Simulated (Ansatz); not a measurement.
Reactions of `C#[C][SnH]([C]#C)[C]#C`.

Isolated molecules relaxed with PBE0-D4/def2-TZVP in Ansatz; ΔE leaves out vibrations. CCSD(T)/CBS adds triple-zeta CCSD(T) − MP2 to the extrapolated MP2 energy (def2 sets, frozen cores). This one scheme is used for every species, atoms too. For atomizations the MP2-based limit and the directly extrapolated one differ by several kJ/mol either way, and by 10 to 25 for some Ge, Se and Sn compounds, so smaller differences from it don't rank the levels. Functionals use def2-TZVPP. No spin–orbit coupling; open shells (•) take unrestricted orbitals. Spin–orbit coupling would lower the free atoms: a little for C; strongly for Sn. Elements past krypton have def2 core potentials. For Sn outer-core shells are correlated without core-valence functions, so the limit isn't a true one: a few kJ/mol of doubt a bond, and 10 to 20 or more in all where bonds break to atoms. Each species was taken in one conformer, which may not be the lowest.

```csv
reaction,CCSD(T)/CBS(def2) (kJ/mol)
`C#[C][SnH]([C]#C)[C]#C` + `CCCO` → `C#CCCCO` + `C#[C][SnH2][C]#C`,?
`C#[C][SnH]([C]#C)[C]#C` + `CC=N` → `C#C/N=C\C` + `C#[C][SnH2][C]#C`,64
`C#[C][SnH]([C]#C)[C]#C` + `[Cl][AlH][Cl]` → `C#[C][Al]([Cl])[Cl]` + `C#[C][SnH2][C]#C`,?
`C#[C][SnH]([C]#C)[C]#C` + H₂ → `C#[C][SnH2][C]#C` + acetylene,1
`C#[C][SnH]([C]#C)[C]#C` + CH₃SH → `C#CSC` + `C#[C][SnH2][C]#C`,49
`C#[C][SnH]([C]#C)[C]#C` → 6 C• + 4 H• + Sn•,4793
```

(1) Fill in the missing values. (An estimate is asked.)

Largest T1 diagnostic: 0.014, for `C#C/N=C\C`.

Answers

(1) Ansatz gave: `C#[C][SnH]([C]#C)[C]#C` + `CCCO` → `C#CCCCO` + `C#[C][SnH2][C]#C`: +40.6 kJ/mol; `C#[C][SnH]([C]#C)[C]#C` + `[Cl][AlH][Cl]` → `C#[C][Al]([Cl])[Cl]` + `C#[C][SnH2][C]#C`: -40.1 kJ/mol.
